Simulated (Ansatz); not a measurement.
Gas-phase electronic energies from Ansatz, PBE0-D4/def2-TZVP geometries. CCSD(T)/CBS adds triple-zeta CCSD(T) − MP2 to the extrapolated MP2 energy (def2 sets, frozen cores). This one scheme is used for every species. DFT in def2-TZVPP. B3LYP here is the variant with VWN-RPA as its local correlation; programs differ in this. For Ge outer-core shells are correlated without core-valence functions, which leaves a few kJ/mol of doubt a bond. Scalar relativity is left out up to krypton. One conformer a species, not always the lowest.

Reaction (hydrogenolysis of a C–S bond): `BS[CH](F)[GeH3]` + H₂ → `F[CH2][GeH3]` + `BS`

`BS[CH](F)[GeH3]`:

```xyz
11

B    -0.668   -1.766    1.643
S     0.546   -0.563    1.225
C    -0.300    0.541    0.066
F    -0.684    1.698    0.718
Ge    0.886    1.015   -1.457
H    -0.325   -2.622    2.397
H    -1.762   -1.715    1.169
H    -1.203    0.032   -0.278
H     0.168    2.066   -2.314
H     2.198    1.573   -0.896
H     1.144   -0.260   -2.272
```

H₂:

Z-matrix (Å, degrees):
```
H
H 1 0.746
```

`F[CH2][GeH3]`:

Z-matrix (Å, degrees):
```
C
Ge 1 1.975
F 1 1.386 2 110.3
H 1 1.094 2 110.7 3 119.9
H 1 1.094 2 110.7 3 -119.8
H 2 1.539 1 108.3 3 179.9
H 2 1.535 1 109.6 3 -60.5
H 2 1.535 1 109.6 3 60.3
```

`BS`:

```xyz
5

B     0.505    0.200    0.201
S    -0.499   -0.833   -0.817
H     1.683    0.061    0.080
H     0.024    0.984    0.957
H    -1.713   -0.412   -0.422
```

| level | ΔE (kJ/mol) | difference from CCSD(T)/CBS |
| --- | --- | --- |
| B2PLYP | -66.8 | -9.3 |
| PBE | -59.4 | -1.9 |
| r2SCAN | -57.6 | -0.1 |
| B3LYP | -73.5 | -16.0 |
| SCS-MP2/def2-TZVPP | -62.5 | -5.0 |
| CCSD(T)/def2-TZVPP | -62.7 | -5.2 |
| SCS-MP2/def2-QZVPP | -59.9 | -2.4 |
| HF/CBS(def2) | -94.6 | -37.1 |
| MP2/CBS(def2) | -50.0 | 7.5 |
| CCSD/CBS(def2) | -65.6 | -8.1 |
| CCSD(T)/CBS | -57.5 | 0 |

Largest T1 diagnostic among the species: 0.015.

The D4 term adds +13.7 kJ/mol with B3LYP and +7.5 kJ/mol with PBE0; it sums over pairs of atoms, weighted by their polarisabilities, and B3LYP, whose exchange is more repulsive, gets the larger term. From PBE to PBE0 (25 % exact exchange), in def2-TZVPP and without D4, ΔE moves by −7.5 kJ/mol.
